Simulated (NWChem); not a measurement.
System: C2H5ClSi; SMILES C=C([SiH3])Cl

NWChem input:

```
start job
memory heap 200 mb stack 900 mb global 1100 mb
geometry units angstroms noautoz
  C      1.801764     0.296516     0.000000
  C      0.467818     0.114921     0.000000
  Si    -0.430106    -1.547477     0.000000
  Cl    -0.621908     1.499465     0.000000
  H      2.470446    -0.578725     0.000000
  H      2.258444     1.299341     0.000000
  H     -1.297783    -1.650331    -1.221856
  H      0.593730    -2.648830     0.000000
  H     -1.297783    -1.650331     1.221856
end
basis spherical
  C library 6-31g*
  Si library 6-31g*
  Cl library 6-31g*
  H library 6-31g*
end
dft
  xc xpbe96 cpbe96
  iterations 150
  mulliken
end
task dft energy
```

Geometry: optimised at PBE-D3(BJ)/def2-SVP.

Q: What results follow from this input? (PBE/6-31G* (spherical d).) Quantities: energy (Ha); highest occupied level (eV); orbital gap (eV); dipole (D).

A: 
```
Quantity                       Value
---------------------------  -------
energy (Ha)                  -828.38
highest occupied level (eV)    -6.30
orbital gap (eV)                4.84
dipole (D)                      1.45
```
